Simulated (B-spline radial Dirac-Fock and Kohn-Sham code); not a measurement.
Ionisation of each subshell: Hf²⁷⁺

System: hafnium as Hf²⁷⁺, configuration [Kr] 4d9; nuclear rms radius 5.347 fm (A = 180).

These are calculated numbers from a B-spline atomic structure program; the model is multi-electron Dirac-Fock with separately optimised hole states, Breit and Lamb-shift corrections added in first order. No correlation. Energies are counted from the vacuum level. Subshells whose hole state is unreliable or did not converge are left out.

All terms are in eV, carry their sign (relaxation lowers the binding energy) and add up to the binding energy; ⟨r⟩ is the mean radius of the orbital in the initial state.

| subshell | −ε (Koopmans) | relaxation | Gaunt | retardation | self-energy | vacuum polarisation | binding energy | ⟨r⟩ (bohr) |
| --- | --- | --- | --- | --- | --- | --- | --- | --- |
| K (1s) | 66671.6 | -65.68 | -230.65 | 20.92 | -134.06 | 24.68 | 66286.8 | 0.019 |
| L1 (2s) | 12303.4 | -30.37 | -25.26 | 1.82 | -19.00 | 3.28 | 12233.9 | 0.080 |
| L2 (2p1/2) | 11765.8 | -34.85 | -43.35 | 4.72 | 0.04 | 0.11 | 11692.4 | 0.066 |
| L3 (2p3/2) | 10572.6 | -31.94 | -30.13 | 6.29 | -1.31 | -0.13 | 10515.4 | 0.074 |
| M1 (3s) | 3579.0 | -9.68 | -4.68 | 0.30 | -4.36 | 0.73 | 3561.3 | 0.207 |
| M2 (3p1/2) | 3342.2 | -10.53 | -8.14 | 0.79 | -0.06 | 0.03 | 3324.3 | 0.197 |
| M3 (3p3/2) | 3080.2 | -9.47 | -5.45 | 1.19 | -0.32 | -0.04 | 3066.1 | 0.211 |
| M4 (3d3/2) | 2685.8 | -11.54 | -3.45 | 0.29 | 0.34 | -0.04 | 2671.4 | 0.185 |
| N1 (4s) | 1408.1 | -1.69 | -1.26 | 0.10 | -1.21 | 0.20 | 1404.2 | 0.441 |
| N2 (4p1/2) | 1305.7 | -1.75 | -2.13 | 0.23 | -0.01 | 0.01 | 1302.1 | 0.442 |
| N3 (4p3/2) | 1233.8 | -1.53 | -1.40 | 0.34 | -0.08 | -0.01 | 1231.1 | 0.465 |
| N4,5 (4d) | 1056.8 | -1.57 | -0.62 | 0.10 | 0.06 | -0.01 | 1054.8 | 0.470 |

For the deepest level, K (1s), the Breit terms make up -0.316 % of the binding energy, QED -0.165 % and orbital relaxation -0.099 %.

Spin-orbit splittings: 2p 1177.0 eV, 3p 258.2 eV, 4p 71.00 eV.

Going to the tabulated ground configuration of the next ion removes an electron from N4,5 (4d), computed at 1054.8 eV. NIST lists 1047 ± 4 eV as the ionisation energy of this species (theoretical), -7.77 eV from the computed value. Where a p, d or f shell is open in either ion the computed value averages over both j values and all terms, while the table refers to the lowest levels; that difference holds spin-orbit splitting (largest in heavy or highly charged ions), term energies where several electrons share open shells, and correlation, and it can reach 10 % or more.
